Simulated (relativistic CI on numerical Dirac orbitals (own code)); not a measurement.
## Ligand-field terms of d9

Computed with a parametric ligand-field model of a d^n configuration (Racah B and C, spin-orbit zeta, crystal field), exact diagonalisation.

Field parameters in Wybourne normalisation: Oh B⁴₀ = 21Dq, B⁴₄ = √(5/14) B⁴₀; Td as Oh with Dq negative (B⁴₀ = 21Dq, B⁴₄ = √(5/14) B⁴₀). The field is a parameter set, without covalency.

Problem. Lowest levels for B = 360, C = 1810, ζ = 840 cm⁻¹, Oh, 10Dq = 30200 cm⁻¹?

Solution. Γ8 0 (S 0.50), Γ7 29395 (S 0.50), Γ8 30689 (S 0.50) cm⁻¹, with S from ⟨S²⟩ = S(S + 1). The ground level has 3.00 electrons in the cubic e pair.

Problem. Lowest levels for B = 550, C = 2110, ζ = 810 cm⁻¹, Td, 10Dq = -2300 cm⁻¹?

Solution. Γ7 0 (S 0.50), Γ8 791 (S 0.50), Γ8 3534 (S 0.50) cm⁻¹, with S from ⟨S²⟩ = S(S + 1). The ground level has 4.00 electrons in the cubic e pair.

Problem. Lowest levels for B = 550, C = 2240, ζ = 340 cm⁻¹, Td, 10Dq = -3250 cm⁻¹?

Solution. Γ7 0 (S 0.50), Γ8 455 (S 0.50), Γ8 3645 (S 0.50) cm⁻¹, with S from ⟨S²⟩ = S(S + 1). The ground level has 4.00 electrons in the cubic e pair.

Problem. Lowest levels for B = 560, C = 2770, ζ = 770 cm⁻¹, Td, 10Dq = -6050 cm⁻¹?

Solution. Γ7 0 (S 0.50), Γ8 1002 (S 0.50), Γ8 6973 (S 0.50) cm⁻¹, with S from ⟨S²⟩ = S(S + 1). The ground level has 4.00 electrons in the cubic e pair.

Problem. Lowest levels for B = 650, C = 3120, ζ = 3700 cm⁻¹, Oh, 10Dq = 24800 cm⁻¹?

Solution. Γ8 0 (S 0.50), Γ7 21849 (S 0.50), Γ8 28149 (S 0.50) cm⁻¹, with S from ⟨S²⟩ = S(S + 1). The ground level has 3.03 electrons in the cubic e pair.
